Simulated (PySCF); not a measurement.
## Working out the ionisation energy of Kr²⁺

Kr²⁺ [Ar] 3d10 4s2 4p4 (3P) → Kr³⁺ [Ar] 3d10 4s2 4p3 (4S). Computed with PySCF 2.14 in dyall-av2z (16s12p8d, 92 functions), with the non-relativistic Hamiltonian (point nucleus). Frozen: [Ar] 3d10; the 39 highest virtual orbitals dropped. Energies in hartree (1 hartree = 27.21139 eV):

| part | Kr²⁺ (lower) | Kr³⁺ (upper) |
| --- | --- | --- |
| UHF | -2750.682014 | -2749.426269 |
| MP2 opposite-spin | -0.064892 | -0.050902 |
| MP2 same-spin | -0.020864 | -0.018071 |

Q: What does Hartree-Fock give?

A: (-2749.426269) − (-2750.682014) = 1.255745 hartree = 34.171 eV.

Q: What do MP2 and SCS-MP2 (6/5 opposite-spin, 1/3 same-spin) give?

A: The opposite-spin parts differ by 0.381 eV and the same-spin parts by 0.076 eV. MP2: 34.171 + (0.381) + (0.076) = 34.628 eV. SCS-MP2: 34.171 + 1.2 × (0.381) + (0.076)/3 = 34.654 eV.

A first-order spin-orbit estimate adds 0.211 eV to MP2 (valence), giving 34.839 eV against 35.838 ± 0.02 eV (measured; NIST Atomic Spectra Database, ionization energies).

The calculation is non-relativistic.

A double-zeta basis recovers only part of the correlation energy.

What remains against the reference includes basis incompleteness, the frozen core and correlation beyond second order.
